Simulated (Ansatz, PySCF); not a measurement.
The pair A = N2 (SMILES N#N) (first 2 atoms), B = GeH4 (SMILES [GeH4]); geometry from B3LYP-D3(BJ)/def2-TZVP.
(charge 0, multiplicity 1):
```xyz
7

N     -0.44037     0.51232     0.14199
N     -0.11509     1.18972    -0.64870
Ge     0.10996    -0.34120     3.60034
H      1.33432     0.26691     2.90036
H      0.44345    -0.59419     5.07892
H     -0.26102    -1.66832     2.92419
H     -1.07136     0.63474     3.50305
```

Cores are frozen in the correlated methods. Filled d and f shells under p-block atoms count as core. CBS(a, b) extrapolates the correlation energy as X⁻³ and adds the Hartree–Fock energy of set b.

Run with Ansatz (a program for electronic structure) with Gaussian orbitals; PySCF for the dispersion terms. 

The monomers are drawn apart, rigid, along the line of their centres of mass. Counterpoise-corrected interaction energies (kcal/mol):

```
level                                  R = 5.494 Å  R = 6.936 Å
-------------------------------------  -----------  -----------
PBE-D3(BJ)/def2-TZVPPD                     -0.2028      -0.0378
wB97M-V/def2-TZVPPD                        -0.1566      -0.0320
CCSD(T)/CBS(aug-cc-pVDZ, aug-cc-pVTZ)      -0.1515      -0.0329
```

Question: R is the distance of the centres of mass. Find the local exponent m of E ∝ R⁻ᵐ between the two points.

Answer: 
m = ln(E₁/E₂)/ln(R₂/R₁): PBE-D3(BJ)/def2-TZVPPD 7.2; wB97M-V/def2-TZVPPD 6.8; CCSD(T)/CBS(aug-cc-pVDZ, aug-cc-pVTZ) 6.6. For scale, two fixed dipoles give m = 3, dipole and quadrupole 4, quadrupoles 5, and dispersion or dipole-induced dipole 6 at long range; at these distances several terms mix, and what is left of overlap and damping shifts m, so it need not match one of them.
